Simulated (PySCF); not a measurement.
This PySCF input asks for the NMR shieldings of `O([C@@](CC)(C)C(=O)F)C`, C$_{6}$H$_{11}$FO$_{2}$; the geometry comes from GFN2-xTB.

```python
import basis_set_exchange as bse
import numpy as np
from pyscf import gto, dft
from pyscf.prop import nmr

atoms = """
C     2.199484   -0.531994    0.633471
C     1.397512    0.494198   -0.157739
C    -0.125007    0.251596   -0.051857
C    -0.889166    1.360446   -0.798482
O    -0.347016   -1.036803   -0.586279
C    -1.683093   -1.474584   -0.717486
C    -0.518947    0.305537    1.409440
O    -1.002434   -0.508347    2.110848
F    -0.248660    1.545439    1.931298
H     2.024113   -0.426142    1.701834
H     1.912097   -1.535204    0.332914
H     3.261435   -0.398460    0.444643
H     1.657506    0.424288   -1.214641
H     1.621708    1.502340    0.192938
H    -1.962017    1.272745   -0.640875
H    -0.565687    2.335228   -0.444623
H    -0.677405    1.278971   -1.861879
H    -2.212841   -0.927325   -1.504257
H    -2.236518   -1.398871    0.220980
H    -1.610212   -2.522379   -1.003285
"""
names = dict.fromkeys(["C", "O", "F", "H"], "pcSseg-1")
basis = {el: gto.basis.parse(bse.get_basis(n, elements=[el], fmt="nwchem")) for el, n in names.items()}
mol = gto.M(atom=atoms, basis=basis, charge=0, verbose=0)
mf = dft.RKS(mol, xc="PBE0")
mf.grids.level = 2
mf.grids.alignment = dft.numint.BLKSIZE   # the property module wants whole blocks of grid points
mf.conv_tol = 1e-9
mf.kernel()

calc = nmr.RKS(mf)   # GIAO
C = mf.mo_coeff
Co = C[:, mf.mo_occ > 0]
resp = mf.gen_response(singlet=True, hermi=2)
def vind(x):   # induced exchange potential for any number of trial vectors
    d = np.einsum("pi,xij,qj->xpq", C, 2 * x.reshape(-1, C.shape[1], Co.shape[1]), Co, optimize=True)
    return np.einsum("xpq,pi,qj->xij", resp(d - d.transpose(0, 2, 1)), C, Co, optimize=True).ravel()
mo1, _ = nmr.rhf.solve_mo1(calc, with_cphf=vind)
sigma = calc.kernel(mo1)
for i, s in enumerate(sigma):   # ppm
    w = np.linalg.eigvalsh((s + s.T) / 2)
    print("%2d %-2s iso %8.1f  s11 %8.1f  s22 %8.1f  s33 %8.1f" % (i, mol.atom_pure_symbol(i), w.mean(), *w))
```

Question: What does it print?

Answer: 
```
 0 C  iso    176.1  s11    165.1  s22    176.2  s33    187.0
 1 C  iso    147.7  s11    131.1  s22    139.4  s33    172.6
 2 C  iso    105.7  s11     83.2  s22     95.3  s33    138.5
 3 C  iso    163.2  s11    143.3  s22    160.0  s33    186.3
 4 O  iso    287.3  s11    236.5  s22    280.0  s33    345.6
 5 C  iso    133.0  s11    105.3  s22    110.0  s33    183.7
 6 C  iso     13.7  s11   -113.4  s22     44.4  s33    110.1
 7 O  iso   -120.2  s11   -402.1  s22   -222.9  s33    264.4
 8 F  iso    138.0  s11    -98.8  s22    218.4  s33    294.4
 9 H  iso     31.1  s11     26.2  s22     30.4  s33     36.6
10 H  iso     30.1  s11     24.5  s22     30.4  s33     35.2
11 H  iso     30.8  s11     25.9  s22     27.7  s33     38.9
12 H  iso     30.0  s11     25.8  s22     29.8  s33     34.4
13 H  iso     29.8  s11     25.6  s22     29.4  s33     34.4
14 H  iso     29.9  s11     25.7  s22     28.4  s33     35.5
15 H  iso     30.1  s11     26.2  s22     28.8  s33     35.5
16 H  iso     30.5  s11     27.3  s22     27.6  s33     36.6
17 H  iso     28.3  s11     23.7  s22     26.4  s33     34.8
18 H  iso     27.8  s11     22.8  s22     27.0  s33     33.5
19 H  iso     27.9  s11     23.6  s22     25.3  s33     34.8
```

These numbers come from an equivalent density-fitted implementation of the same equations, which agrees with the script to about 0.01 ppm for H and up to a few tenths of a ppm for heavy atoms, so last digits may differ.

Question: Turn these shieldings into chemical shifts. Referencing at the same level of theory: ¹³C (σ = 186.93 ppm) and ¹H (σ = 31.72 ppm) against TMS; ¹⁷O (σ = 336.08 ppm) against H2O; ¹⁹F (σ = 170.95 ppm) against CFCl3.

Answer: Averaging equivalent atoms: C 6: 173.2; C 2: 81.3; C 5: 53.9; C 1: 39.2; C 3: 23.7; C 0: 10.8; O 7: 456.3; O 4: 48.7; F 8: 32.9; H 17/18/19: 3.74; H 13: 1.91; H 12: 1.71; H 14/15/16: 1.55; H 9/10/11: 1.07 ppm. Unscaled 19F shifts against computed CFCl3 carry errors that often reach 10 to 50 ppm. Unscaled 17O shifts of doubly bonded oxygen tend to come out too high, by tens of ppm or more. Experimental scales use liquid or dissolved standards, which lie at an offset from isolated H2O (liquid H2O: subtract about 36 ppm).

Size and cost of the density-fitted run: 208 basis functions, 40 s wall time on 1 thread of an Arm Neoverse V1, shared host.
